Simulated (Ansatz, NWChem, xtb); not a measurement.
## Loss of HBr: C2HBrF2 → C2F2 + HBr

Species: C2HBrF2 `F/C=C(\F)Br`, singlet; C2F2 `FC#CF`, singlet; HBr (hydrogen bromide), singlet. This is a balance of energies; it says nothing on the path, which may need atoms to shift.

Shapes, held fixed at every level: PBE0-D4/def2-TZVP. Programs: Ansatz 0.2.0, NWChem 7.3.0, xtb 6.7.1. Electronic energies: no zero-point or thermal term.

| level | kind | ΔE (kJ/mol) | less CCSD(T)/def2-TZVPP |
| --- | --- | --- | --- |
| GFN0-xTB | semi-empirical | +154.5 | -98.5 |
| HF/def2-SVP | Hartree–Fock | +221.5 | -31.5 |
| HF/def2-TZVPP | Hartree–Fock | +230.8 | -22.2 |
| PBE-D4/def2-TZVPP | GGA | +266.0 | +13.0 |
| r2SCAN-D4/def2-TZVPP | meta-GGA | +275.0 | +22.0 |
| B3LYP-D4/def2-TZVPP | global hybrid | +254.6 | +1.6 |
| B2PLYP/def2-TZVPP | double hybrid | +247.0 | -6.0 |
| CCSD/def2-TZVPP | coupled cluster or CI | +248.7 | -4.3 |
| CCSD(T)/def2-TZVPP | coupled cluster or CI | +253.0 | 0.0 |

The highest level, CCSD(T)/def2-TZVPP, gives ΔE = +253.0 kJ/mol; the levels span +154.5 to +275.0. GFN0-xTB strays far from the other rows. The column of differences is taken from that level and isn't an error. No measured value is set beside it here. Relativity is left out for Br. Outer-core shells of Br are correlated, in sets that cover them unevenly.
